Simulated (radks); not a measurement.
Question: Neutral ytterbium: order these configurations by energy. Calculated with a radial shooting solver on a logarithmic mesh with Libxc functionals: scalar-relativistic Kohn-Sham, r2SCAN, spin-polarised, spherical densities, finite nucleus; meta-GGA in the generalised Kohn-Sham scheme; Fermi nuclear charge, rms radius of each element as measured or else 0.836 A^(1/3) + 0.57 fm. Open shells are filled with parallel spins first. [Xe] 4f13 5d1 6s2; [Xe] 4f13 6s2 6p1; [Xe] 4f14 5d1 6s1; [Xe] 4f14 6s1 6p1; [Xe] 4f14 6s2.

Answer: From the lowest, in eV above it: [Xe] 4f14 6s2 0.000; [Xe] 4f14 6s1 6p1 2.186; [Xe] 4f14 5d1 6s1 2.742; [Xe] 4f13 5d1 6s2 4.770; [Xe] 4f13 6s2 6p1 5.753.
